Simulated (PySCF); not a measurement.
C2HF5, SMILES FC(F)(C(F)F)F.

Coordinates come from a ωB97X-D3(BJ)/def2-SVP optimisation.

The numbers are results of TDDFT-ωB97X/def2-SVPD (PySCF 2.14.0), not measurements.

Vertical excitations. Gas-phase values at a fixed geometry. State labels are in the subgroup Cs.

Question: Estimate the UV-visible absorptions. (Estimate from the structure and the level; the computed values follow.)

Answer: 
```
state  symmetry  energy (eV)  λ (nm)      f                                                                  main pairs
-----  --------  -----------  ------  -----  --------------------------------------------------------------------------
S1           A'        10.49     118  0.041                                            HOMO→LUMO 71 %, HOMO→LUMO+2 15 %
S2           A"        10.59     117  0.001                                                            HOMO→LUMO+1 77 %
S3           A'        11.44     108  0.024        HOMO→LUMO+3 37 %, HOMO→LUMO+2 27 %, HOMO→LUMO 16 %, HOMO→LUMO+7 10 %
S4           A'        12.13     102  0.024                        HOMO→LUMO+3 38 %, HOMO→LUMO+2 27 %, HOMO−2→LUMO 17 %
S5           A"        12.17     102  0.004   HOMO−1→LUMO 38 %, HOMO−2→LUMO+1 20 %, HOMO−1→LUMO+2 10 %, HOMO−3→LUMO 8 %
S6           A'        12.35     100  0.069  HOMO−2→LUMO 28 %, HOMO−1→LUMO+1 19 %, HOMO−2→LUMO+2 12 %, HOMO→LUMO+3 10 %
S7           A'        12.61      98  0.009                       HOMO−1→LUMO+1 44 %, HOMO−2→LUMO 15 %, HOMO→LUMO+4 8 %
S8           A"        12.66      98  0.002    HOMO−3→LUMO 31 %, HOMO−4→LUMO 21 %, HOMO−2→LUMO+1 9 %, HOMO−6→LUMO+2 5 %
S9           A"        12.73      97  0.003      HOMO−1→LUMO 30 %, HOMO−3→LUMO 22 %, HOMO−4→LUMO 9 %, HOMO−1→LUMO+2 9 %
S10          A"        12.90      96  0.034   HOMO−2→LUMO+1 25 %, HOMO−6→LUMO 12 %, HOMO−4→LUMO+2 10 %, HOMO−4→LUMO 8 %
T1           A"        10.01     124      0                                          HOMO→LUMO+1 70 %, HOMO→LUMO+5 13 %
T2           A'        10.04     124      0                                            HOMO→LUMO 55 %, HOMO→LUMO+2 21 %
T3           A'        10.98     113      0        HOMO→LUMO+3 39 %, HOMO→LUMO 21 %, HOMO→LUMO+7 12 %, HOMO→LUMO+2 12 %
T4           A"        11.64     107      0                      HOMO−2→LUMO+1 50 %, HOMO−2→LUMO+5 9 %, HOMO−1→LUMO 9 %
```
Triplets are in the Tamm–Dancoff approximation, which puts them higher than full response would, so one can lie above its singlet here.
